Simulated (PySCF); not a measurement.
## How methods differ on the excitation energy of Tl

Tl [Xe] 4f14 5d10 6s2 6p1 (2P) → Tl [Xe] 4f14 5d10 6s1 6p2 (4P), as a difference of total energies. Computed with PySCF 2.14 in x2c-TZVPPall (11s7p6d3f, 83 functions), with scalar relativity by spin-free X2C-1e. Correlated levels: valence: [Xe] 4f14 5d10 frozen; valence and next inner shell: [Kr] 4d10 4f14 frozen. The calculations carry no spin-orbit coupling.

| method | excitation energy (eV) |
| --- | --- |
| UHF | 4.349 |
| LDA | 6.504 |
| PBE | 6.246 |
| PBE0 | 5.887 |
| r2SCAN | 5.934 |
| BLYP | 6.532 |
| TPSS | 6.123 |
| M06 | 6.476 |
| MP2 (valence) | 4.872 |
| SCS-MP2 (valence) | 5.073 |
| MP2 (valence and next inner shell) | 6.019 |
| SCS-MP2 (valence and next inner shell) | 6.084 |

**Question.** How much does correlation contribute at MP2 (valence and next inner shell)?

**Answer.** 6.019 − (4.349) = 1.670 eV, measured against UHF.

Spin-orbit coupling is strong in these open shells (close to jj coupling). The scalar numbers leave it out and a first-order estimate fails, so it can dominate the gap to the real levels.
